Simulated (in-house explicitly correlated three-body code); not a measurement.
Computed with an exponentially correlated three-body code. Model: two electrons around a point charge, non-relativistic, variational in 260 exponentially correlated functions (energies converged to about 1e-7 hartree, or 1e-8 relative for large Z).

Command:
```bash
python run_hyl.py task.json out
```
Settings (lengths in bohr, energies in hartree):
```
Z                      10
screening              0.1
interaction_strength   1
functions              260
states_tried           13
```

Run time, properties included: 2.6 min on 1 thread of Arm Neoverse N1 (shared host).

**Those bound S and P states to n = 4 that converged, binding against the one-electron ion.**

Given: nuclear charge 10; Yukawa screening of all interactions 0.1 1/bohr.

Computed: one-electron threshold -49.0074507 hartree.

```tsv
term	energy (hartree)	binding (eV)
1 1S	-92.0211496	1170.5
2 3S	-58.8038993	266.57
2 3P	-58.4487237	256.91
2 1S	-58.4314983	256.44
2 1P	-58.1877171	249.81
3 3S	?	?
3 1S	?	?
3 3P	-52.7209852	101.05
3 1P	-52.6498192	99.114
4 3S	-50.8082441	49.002
4 1S	-50.7697696	47.955
4 3P	-50.7661078	47.855
4 1P	-50.7376279	47.081
```

(1) What belongs in the row 3 3S?

(2) What belongs in the row 3 1S?

**Converged states only, values per electron or pair (inverse distances are <exp(-kr)/r>).**

```
term  mean r (bohr)  mean r squared (bohr²)  mean inverse r (1/bohr)  mean r12 (bohr)  mean inverse r12 (1/bohr)  mean cosine  mean p1 dot p2 (bohr⁻²)  delta r1 (bohr⁻³)  delta r12 (bohr⁻³)
1 1S        0.15589                0.032564                   9.5876          0.22952                     5.8378    -0.013283                   1.2167             297.58               32.62
2 3S        0.39313                 0.25086                   6.0561          0.66133                     1.6844   -0.0044759                 0.092665             175.72                   -
2 3P        0.34717                   0.193                   6.0371          0.57964                     2.0066    -0.072633                  -6.3844             157.96                   -
2 1S        0.40331                  0.2665                   6.0342          0.67417                     1.9927   -0.0069613                  0.10682             174.81              5.7187
2 1P        0.35525                 0.20349                   6.0202          0.57314                     2.1926     0.052979                   6.1589              159.4               1.564
3 3S        0.80542                  1.2266                    5.409           1.4713                    0.77422   -0.0014847                 0.027006             163.87                   -
3 1S        0.82045                  1.2778                   5.4031           1.4996                    0.85506   -0.0022054                  0.03344             163.68               1.646
3 3P        0.76472                  1.1113                   5.4036           1.3922                    0.85917    -0.017267                    -1.47             158.84                   -
3 1P              ?                       ?                        ?                ?                          ?            ?                        ?                  ?                   ?
4 3S         1.3977                  3.9496                   5.1854            2.651                    0.41343  -0.00062939                  0.01103             161.06                   -
4 1S         1.4183                  4.0744                    5.183           2.6916                    0.44509  -0.00092589                 0.014022             160.99             0.67003
4 3P              ?                       ?                        ?                ?                          ?            ?                        ?                  ?                   -
4 1P         1.3786                  3.8686                   5.1813           2.6118                    0.46818    0.0048124                  0.58682             159.14             0.20988
```

(3) What belongs in the row 3 1P?

(4) What belongs in the row 4 3P?

**Electric-dipole lines between converged S and P states, rate of the upper state's decay.**

```tsv
s state	p state	p minus s (eV)	oscillator strength from s	rate (1/s)
1 1S	2 1P	920.65	0.72112	8.8407e+12
1 1S	3 1P	1071.3	0.14753	2.4493e+12
1 1S	4 1P	1123.4	0.054021	9.8607e+11
2 1S	2 1P	6.6336	0.054515	3.4698e+07
2 1S	3 1P	157.33	0.3824	1.369e+11
2 1S	4 1P	209.36	0.093054	5.8995e+10
3 1S	2 1P	-148.7	-0.053216	5.1061e+10
3 1S	3 1P	1.9903	0.099021	5.6736e+06
3 1S	4 1P	?	?	?
4 1S	2 1P	-201.85	-0.011419	2.0188e+10
4 1S	3 1P	-51.159	-0.12042	1.3676e+10
4 1S	4 1P	0.87462	0.14815	1.6392e+06
2 3S	2 3P	9.6648	0.075262	1.0168e+08
2 3S	3 3P	165.52	0.36188	1.4341e+11
2 3S	4 3P	218.72	0.089633	6.202e+10
3 3S	2 3P	?	?	?
3 3S	3 3P	2.7056	0.13012	1.3777e+07
3 3S	4 3P	55.9	0.38856	1.7562e+10
4 3S	2 3P	-207.91	-0.011547	2.1658e+10
4 3S	3 3P	-52.048	-0.12656	1.4877e+10
4 3S	4 3P	1.1466	0.1893	3.5995e+06
```

(5) What belongs in the row 3 1S 4 1P?

(6) What belongs in the row 3 3S 2 3P?

**Static dipole response.**

```tsv
state	polarisability (bohr³)
1 1S	0.0010453
2 1S	0.93346
2 3S	0.61072
```

Answers

(1) energy (hartree): -52.8204132; binding (eV): 103.76.

(2) energy (hartree): -52.7229617; binding (eV): 101.1.

(3) mean r (bohr): 0.77633; mean r squared (bohr²): 1.1486; mean inverse r (1/bohr): 5.399; mean r12 (bohr): 1.4105; mean inverse r12 (1/bohr): 0.91231; mean cosine: 0.012589; mean p1 dot p2 (bohr⁻²): 1.5153; delta r1 (bohr⁻³): 159.16; delta r12 (bohr⁻³): 0.49905.

(4) mean r (bohr): 1.3627; mean r squared (bohr²): 3.7754; mean inverse r (1/bohr): 5.1832; mean r12 (bohr): 2.582; mean inverse r12 (1/bohr): 0.44679; mean cosine: -0.0066287; mean p1 dot p2 (bohr⁻²): -0.55785; delta r1 (bohr⁻³): 159.02.

(5) p minus s (eV): 54.024; oscillator strength from s: 0.41043; rate (1/s): 1.7326e+10.

(6) p minus s (eV): -153.15; oscillator strength from s: -0.054959; rate (1/s): 5.5938e+10.
